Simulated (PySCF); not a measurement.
`C1=CC=CP1(=NC)NC`, C6H11N2P

Molfile (atoms numbered from 1):
```
C6H11N2P
     RDKit          3D

 20 20  0  0  0  0  0  0  0  0999 V2000
   -1.5292   -2.0539    0.4562 C   0  0  0  0  0  0  0  0  0  0  0  0
   -0.2479   -1.5142    0.0692 N   0  0  0  0  0  0  0  0  0  0  0  0
    0.1217   -0.0005   -0.0503 P   0  0  0  0  0  5  0  0  0  0  0  0
    1.7111    0.0338   -0.5357 N   0  0  0  0  0  0  0  0  0  0  0  0
    2.6405   -0.9842   -0.0844 C   0  0  0  0  0  0  0  0  0  0  0  0
   -0.7604    1.1170   -1.1917 C   0  0  0  0  0  0  0  0  0  0  0  0
   -1.3776    2.0778   -0.4952 C   0  0  0  0  0  0  0  0  0  0  0  0
   -1.0787    2.0960    0.9308 C   0  0  0  0  0  0  0  0  0  0  0  0
   -0.2447    1.1374    1.3456 C   0  0  0  0  0  0  0  0  0  0  0  0
   -1.8492   -1.7314    1.4517 H   0  0  0  0  0  0  0  0  0  0  0  0
   -2.3258   -1.8118   -0.2535 H   0  0  0  0  0  0  0  0  0  0  0  0
   -1.4117   -3.1395    0.4740 H   0  0  0  0  0  0  0  0  0  0  0  0
    2.0945    0.9712   -0.5771 H   0  0  0  0  0  0  0  0  0  0  0  0
    3.1717   -0.7057    0.8301 H   0  0  0  0  0  0  0  0  0  0  0  0
    3.3705   -1.1825   -0.8712 H   0  0  0  0  0  0  0  0  0  0  0  0
    2.0555   -1.8836    0.0977 H   0  0  0  0  0  0  0  0  0  0  0  0
   -0.8742    0.9311   -2.2462 H   0  0  0  0  0  0  0  0  0  0  0  0
   -2.0374    2.8196   -0.9196 H   0  0  0  0  0  0  0  0  0  0  0  0
   -1.5095    2.8559    1.5657 H   0  0  0  0  0  0  0  0  0  0  0  0
    0.0756    0.9783    2.3621 H   0  0  0  0  0  0  0  0  0  0  0  0
  1  2  1  0
  2  3  2  0
  3  4  1  0
  4  5  1  0
  3  6  1  0
  6  7  2  0
  7  8  1  0
  8  9  2  0
  9  3  1  0
  1 10  1  0
  1 11  1  0
  1 12  1  0
  4 13  1  0
  5 14  1  0
  5 15  1  0
  5 16  1  0
  6 17  1  0
  7 18  1  0
  8 19  1  0
  9 20  1  0
M  END
```

The calculation used PySCF 2.14.0, GIAO B3LYP/pcSseg-1 magnetisability, rotational g tensor and spin-rotation constants, non-relativistic, gas phase. Geometry: GFN2-xTB.

Question: How diamagnetic is it, and how anisotropic?

Answer: Isotropic -1348 × 10⁻³⁰ J/T², or -81.2 × 10⁻⁶ cm³/mol; principal values -1546, -1282, -1217 × 10⁻³⁰ J/T², anisotropy 301 × 10⁻³⁰ J/T² (root of half the summed squared differences of the principal values). The susceptibility is in cgs units.

Question: Split it along the inertial axes a, b, c into diamagnetic and paramagnetic parts about the centre of mass, with the quadrupole moment.

Answer: 
| axis | χ (10⁻⁶ cm³/mol) | diamagnetic (10⁻⁶ cm³/mol) | paramagnetic (10⁻⁶ cm³/mol) | summed x² of all electrons (Å²) | quadrupole Θ (D Å) |
| --- | --- | --- | --- | --- | --- |
| a | -75.6 | -785.6 | 710.0 | 201.7 | +2.42 |
| b | -92.2 | -1102.1 | 1009.9 | 127.1 | -1.72 |
| c | -75.8 | -1395.0 | 1319.2 | 58.1 | -0.70 |

Anisotropies 2χaa − χbb − χcc = +16.9 and 2χbb − χaa − χcc = -33.1 × 10⁻⁶ cm³/mol. Θ is traceless in Buckingham's convention.

Question: And the rotational g tensor?

Answer: 
```
axis  rotational constant (GHz)        g  nuclear part  electronic part
   a                     1.9181  -0.0299        0.6099          -0.6398
   b                     1.2598  -0.0083        0.5893          -0.5977
   c                     0.9747  -0.0143        0.5898          -0.6041
```
Asymmetric top; isotopes 12C, 1H, 14N, 31P; no vibrational averaging.
